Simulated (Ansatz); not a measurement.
`[SiH3][SiH2]Br` + CH₃NH₂ → `CN[SiH2][SiH3]` + HBr at 500 K and 1 bar (ligand exchange at the Si–Br bond).

Isolated molecules relaxed with PBE0-D4/def2-TZVP in Ansatz; ΔE leaves out vibrations. CCSD(T)/CBS is the MP2 limit (def2-TZVPP, def2-QZVPP) plus CCSD(T) − MP2 in def2-TZVPP, frozen cores. For Br outer-core shells are correlated without core-valence functions, which leaves a few kJ/mol of doubt a bond. Scalar relativity is left out up to krypton. Each species was taken in one conformer, which may not be the lowest.

| species | CCSD(T)/CBS energy (Eh) | H − E (kJ/mol) | S (J/(mol·K)) |
| --- | --- | --- | --- |
| `[SiH3][SiH2]Br` | -3154.51510 | 152.2 | 389.7 |
| CH₃NH₂ | -95.75281 | 191.8 | 270.3 |
| `CN[SiH2][SiH3]` | -676.32808 | 305.1 | 440.2 |
| HBr | -2573.91920 | 30.5 | 213.7 |

H − E and S are ideal-gas, rigid-rotor, harmonic terms from PBE0-D4/def2-TZVP, for one conformer and one mirror image of each species. 1 Eh = 2625.50 kJ/mol, R = 8.31446 J/(mol·K).

By hand: ΔE, ΔH, ΔS and ΔG.

ΔE = (-676.32808) + (-2573.91920) − (-3154.51510) − (-95.75281) = 0.02063 Eh = 54.2 kJ/mol. Δ(H − E) = 305.1 + 30.5 − 152.2 − 191.8 = -8.4, so ΔH = 45.8 kJ/mol. ΔS = 440.2 + 213.7 − 389.7 − 270.3 = -6.1 J/(mol·K). ΔG = 45.8 − 500 × (-6.1)/1000 = 48.8 kJ/mol.

By hand: the equilibrium constant, and the temperature at which ΔG would vanish if ΔH and ΔS stayed fixed.

log₁₀ K = −ΔG/(RT ln 10) = -5.1. ΔH and −TΔS have one sign here, so there is no such temperature.

The number of gas molecules stays the same, so ΔS is small and ΔH decides. A doubt of 5 kJ/mol in ΔE shifts log₁₀ K by 0.5 here. Other conformers and mirror images would add mixing entropy, several J/(mol·K) or more a flexible species. These are equilibria of isolated gas molecules and say nothing of rates. Largest T1 diagnostic: 0.012 (customary marks: 0.02 for closed shells, 0.045 for open ones).

ΔS is within the doubt of such terms, so its sign, and with it that verdict, could turn.
